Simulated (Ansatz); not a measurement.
Stepwise reaction of `[OH][Ta]([OH])([OH])([Cl])[Cl]` with water, as a gas-phase model of exchange steps in deposition or etching. ΔE in kJ/mol.

Gas-phase electronic energies from Ansatz, PBE0-D4/def2-TZVP geometries. CCSD(T)/CBS adds triple-zeta CCSD(T) − MP2 to the extrapolated MP2 energy (def2 sets, frozen cores). This one scheme is used for every species. DFT in def2-TZVPP. B3LYP here is the variant with VWN-RPA as its local correlation; programs differ in this. def2 core potentials past Kr. For Ta outer-core shells are correlated without core-valence functions, which leaves a few kJ/mol of doubt a bond. One conformer a species, not always the lowest.

```
step                                                                         reaction  PBE-D4  B3LYP-D4  ωB97M-V  CCSD(T)/CBS
   1  `[OH][Ta]([OH])([OH])([Cl])[Cl]` + H₂O → `[OH][Ta]([OH])([OH])([OH])[Cl]` + HCl    16.0      13.5     15.1         19.9
   2  `[OH][Ta]([OH])([OH])([OH])[Cl]` + H₂O → `[OH][Ta]([OH])([OH])([OH])[OH]` + HCl    40.9      36.2     36.4         38.6
```

(1) By hand: ΔE of the 2 steps together at CCSD(T)/CBS.

## Answers

(1) (19.9) + (38.6) = 58.5 kJ/mol, or 29.2 kJ/mol a step.

In ΔE each step is higher than the one before. All are uphill at CCSD(T)/CBS. PBE-D4 differs from CCSD(T)/CBS by -3.9 to 2.3 kJ/mol a step. Isolated molecules leave out the surface, adducts and barriers. Largest T1 diagnostic: 0.018.
